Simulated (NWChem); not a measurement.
System: C2H6O2Si; SMILES COC(=O)[SiH3]

NWChem input:

```
start job
memory heap 200 mb stack 900 mb global 1100 mb
geometry units angstroms noautoz
  C     -0.395166    -2.306765     0.008533
  O     -0.754155    -0.910163    -0.015620
  C      0.283256    -0.040239    -0.014851
  O      1.446592    -0.386486    -0.000030
  Si    -0.263098     1.807486    -0.001825
  H     -1.339759    -2.850670     0.010378
  H      0.185353    -2.536533     0.905872
  H      0.197034    -2.563825    -0.873645
  H      0.553486     2.514890    -1.016772
  H      0.045070     2.340886     1.348563
  H     -1.708795     1.967060    -0.293996
end
basis spherical
  * library def2-svp
end
dft
  xc slater vwn_5
  iterations 150
  mulliken
end
task dft energy
```

All runs use the structure optimised with B3LYP/6-31G* (spherical d).

Question: What results follow from this input? (LDA (Slater exchange, VWN5)/def2-SVP.) Quantities: energy (Ha); highest occupied level (eV); orbital gap (eV); dipole (D).

Answer: 
```json
{
  "energy (Ha)": "-516.52",
  "highest occupied level (eV)": "-6.27",
  "orbital gap (eV)": "4.53",
  "dipole (D)": "1.65"
}
```
